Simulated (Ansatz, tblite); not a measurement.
Cost and result up the ladder for Si₁₆BH₂₄, a doped nanocrystal cut from the lattice of silicon (B on an inner site) (41 atoms). Total charge 0; doublet. Geometry: PBE-D4/def2-SVP.

```xyz
41

Si    2.304    2.848    1.980
Si    2.710    0.490   -1.455
Si   -1.771   -2.999    1.496
Si    0.514   -2.410   -1.419
B     0.305   -0.078    1.317
Si   -0.337    2.783   -0.794
Si   -2.560   -0.214   -0.898
Si   -0.230    0.495   -3.842
Si    1.247    0.904    2.861
Si   -0.443   -1.416    2.692
Si    1.616   -0.940    0.077
Si    0.850    4.169    0.689
Si    1.072    1.866   -2.437
Si   -0.465   -4.103   -0.115
Si   -3.545   -1.888    0.428
Si   -1.183   -1.210   -2.524
Si   -1.169    1.029    0.554
H     2.783    3.612    3.194
H     3.509    2.431    1.180
H     3.343   -0.349   -2.539
H     3.800    1.312   -0.816
H    -2.274   -3.948    2.563
H     1.481   -2.980   -2.429
H    -1.467    3.541   -1.449
H    -3.591    0.677   -1.551
H     0.638   -0.105   -4.921
H    -1.322    1.301   -4.502
H     2.318    0.083    3.538
H     0.307    1.387    3.939
H     0.620   -2.184    3.441
H    -1.351   -0.790    3.723
H     2.668   -1.757    0.798
H     1.650    5.226   -0.034
H    -0.117    4.853    1.621
H     1.713    2.977   -3.237
H     0.587   -4.950    0.555
H    -1.356   -4.998   -0.941
H    -4.310   -2.878   -0.418
H    -4.483   -1.293    1.447
H    -2.001   -2.147   -3.383
H    -2.058    1.653    1.610
```

Ansatz on 2 threads of AMD EPYC 7R13 on a shared host and a share (18 GiB) of an NVIDIA H100 80GB HBM3; xTB runs through tblite on one thread. Times are rough, summed over both states, and most runs start from the orbitals of an earlier one. PBE0-D4/def2-TZVP serves as the yardstick here, not as an exact answer. The other state is a singlet.

The xTB rows come from tblite. B3LYP takes the VWN-RPA correlation. Single mean-field runs in def2-TZVP are fitted with def2-universal-jkfit.

Raw xTB energies of ions are shifted by several eV, and xTB has no spin-polarisation term.

```json
{"level": "GFN1-xTB", "functions": "196", "wall time": "0.53 s"}
{"level": "GFN2-xTB", "functions": "172", "wall time": "0.73 s"}
{"level": "B3LYP-D4/def2-TZVP", "functions": "767", "wall time": "26 s"}
{"level": "PBE0-D4/def2-TZVP", "functions": "767", "wall time": "29 s"}
{"level": "PBE-D4/def2-TZVP (with forces)", "functions": "767", "wall time": "30 s"}
```

(1) Estimate what each level gives for the vertical IE (eV).

Results:

(1) 
```tsv
level	vertical IE (eV)	difference from PBE0-D4/def2-TZVP (eV)
GFN1-xTB	11.97	4.27
GFN2-xTB	9.92	2.22
B3LYP-D4/def2-TZVP	7.68	-0.02
PBE0-D4/def2-TZVP	7.70	0.00
PBE-D4/def2-TZVP (with forces)	7.31	-0.39
```
